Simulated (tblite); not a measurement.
C₄H₉BN₂.
Numbering: `[CH2:1]=[CH:2][B@H-:3]([C:4]#[N:5])[NH2+:6][CH3:7]` (hydrogens: H8, H9 on C1; H10 on C2; H11 on B3; H12, H13 on N6; H14, H15, H16 on C7)

Structure used (GFN2-xTB), in Å, numbered top down from 1:
```
atom  x, y, z in Å
C1     2.135   -0.916   -0.746
C2     1.688    0.319   -0.580
B3     0.213    0.802   -0.194
C4     0.218    1.479    1.206
N5     0.199    1.956    2.251
N6    -0.738   -0.519   -0.025
C7    -2.122   -0.237    0.350
H8     1.514   -1.797   -0.633
H9     3.159   -1.133   -1.011
H10    2.410    1.117   -0.720
H11   -0.285    1.501   -1.022
H12   -0.288   -1.095    0.685
H13   -0.694   -1.018   -0.910
H14   -2.584    0.378   -0.420
H15   -2.703   -1.152    0.476
H16   -2.129    0.325    1.282
```

Method: GFN2-xTB as coded in tblite; computed harmonic values from a numerical Hessian at the method's own geometry, unscaled. This tight-binding method is rough: wavenumbers can miss measured ones by several per cent, in bad cases by 10 to 20. Modes of hydrogen on boron can be 10 to 20 % off. One conformer, not necessarily the lowest.

Harmonic wavenumbers (cm⁻¹): 69.2, 84.9, 124.0, 169.2, 184.9, 235.0, 289.8, 395.9, 458.0, 473.3, 560.5, 668.7, 758.0, 835.0, 880.5, 899.6, 958.8, 1001.5, 1046.7, 1052.1, 1073.3, 1088.3, 1104.2, 1221.0, 1250.2, 1291.8, 1414.9, 1450.5, 1468.7, 1482.4, 1511.3, 1686.1, 2353.1, 2443.1, 3000.5, 3024.6, 3032.7, 3044.7, 3049.2, 3072.8, 3348.7, 3358.9.

A = 2950, B = 2146, C = 1369 MHz; mass 96.086 u (most abundant isotopes); point group C1, symmetry number 1.

**Question.** What is the zero-point energy?

**Answer.** ½Σν̃ = 28458 cm⁻¹ = 340.44 kJ/mol.

**Question.** Give the ideal-gas entropy at 500 K and 1 bar in the rigid-rotor, harmonic-oscillator model (classical rotation).

**Answer.** Translation 176.54, rotation 123.63, vibration 168.52: S = 468.7 J/(mol K).

**Question.** And Cp and H(500 K) − H(0)?

**Answer.** Cp = 198.06 J/(mol K), of which vibrations give 164.80 (their classical limit is 42 R = 349.2); H(500 K) − H(0) = 59.99 kJ/mol without the zero-point energy, 43.37 from vibrations.

**Question.** Which modes carry the vibrational entropy at 500 K?

**Answer.** 69.2 cm⁻¹: 21.75; 84.9 cm⁻¹: 20.05; 124.0 cm⁻¹: 16.93; 169.2 cm⁻¹: 14.38; 184.9 cm⁻¹: 13.66; 235.0 cm⁻¹: 11.72 J/(mol K); the other 36 give 70.03 together.

**Question.** What must be added to the electronic energy to get the Gibbs energy at 500 K and 1 bar?

**Answer.** ZPE + [H(500 K) − H(0)] − T·S = 340.44 + 59.99 − 234.35 = 166.08 kJ/mol.

**Question.** Blend soft modes into free rotors: weight 1/[1 + (100 cm⁻¹/ν̃)⁴] for the oscillator and the rest for a rotor with moment μB/(μ + B), μ = h/(8π²ν), B = 10⁻⁴⁴ kg m². What vibrational entropy results?

**Answer.** 158.49 J/(mol K) in place of 168.52, which changes −T·S at 500 K by +5.01 kJ/mol.

**Question.** How do the functions run with temperature in this model?

**Answer.** 
```tsv
T (K)	S (J/(mol K))	Cp (J/(mol K))	H − H(0) (kJ/mol)	G − H(0) (kJ/mol)	ln q(vib)
50	231.9	50.9	1.96	-9.63	0.28
100	274.3	72.5	5.08	-22.35	1.21
298.15	382.6	137.3	25.86	-88.22	5.55
373.15	416.1	161.8	37.09	-118.18	7.16
750	559.5	249.6	116.42	-303.21	14.90
1000	636.4	284.3	183.42	-452.94	19.60
```

q(vib) and H(0) count from the zero-point level.

Hindered rotation and anharmonicity are outside this model. Other conformers, if any are populated, would add a mixing term that is left out. The structure is chiral; the term R ln 2 for an equal mix with its mirror image is left out.

Hardware: one thread of an Arm Neoverse V2, no GPU (shared host). Cost: 0.35 s wall. This covers the Hessian and the dipole derivatives.
